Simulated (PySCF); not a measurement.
C2HCl3, charge +1, multiplicity 2. Atoms are numbered in the order given.

```xyz
6

Cl     0.3426     2.2229     0.0000
C      0.9133     0.6673     0.0000
C      0.0699    -0.4679     0.0000
Cl    -1.5995    -0.3404     0.0000
Cl     0.7922    -1.9838     0.0000
H      2.0002     0.5267     0.0000
```
Charge +1, spin multiplicity 2.

Geometry optimised at B3LYP-D3(BJ)/def2-SVP. The spin state was assumed, not searched.

All values below come from PBE/def2-TZVP (PySCF).

ESP charges are fitted to the potential on shells at 1.4 to 2.0 van der Waals radii. Atomic charges (e):

```json
[
 {"atom": "Cl1", "Mulliken": "0.24", "Löwdin": "0.71", "meta-Löwdin": "0.30", "ESP fit": "0.28", "Mulliken spin": "0.21"},
 {"atom": "C2", "Mulliken": "-0.02", "Löwdin": "-0.43", "meta-Löwdin": "-0.05", "ESP fit": "0.04", "Mulliken spin": "0.34"},
 {"atom": "C3", "Mulliken": "0.12", "Löwdin": "-0.81", "meta-Löwdin": "0.03", "ESP fit": "-0.11", "Mulliken spin": "0.18"},
 {"atom": "Cl4", "Mulliken": "0.21", "Löwdin": "0.68", "meta-Löwdin": "0.25", "ESP fit": "0.29", "Mulliken spin": "0.13"},
 {"atom": "Cl5", "Mulliken": "0.21", "Löwdin": "0.69", "meta-Löwdin": "0.26", "ESP fit": "0.31", "Mulliken spin": "0.16"},
 {"atom": "H6", "Mulliken": "0.23", "Löwdin": "0.16", "meta-Löwdin": "0.20", "ESP fit": "0.19", "Mulliken spin": "-0.01"}
]
```

Q: Give the Mayer and Wiberg (Löwdin basis) orders of the bonds. (The exact figures need the calculation; the answer reports its results.)

A: 
```csv
bond,Mayer,Wiberg
Cl1–C2,1.48,2.09
C2–C3,1.33,1.67
C3–Cl4,1.40,1.99
C3–Cl5,1.35,1.96
C2–H6,0.91,0.86
```
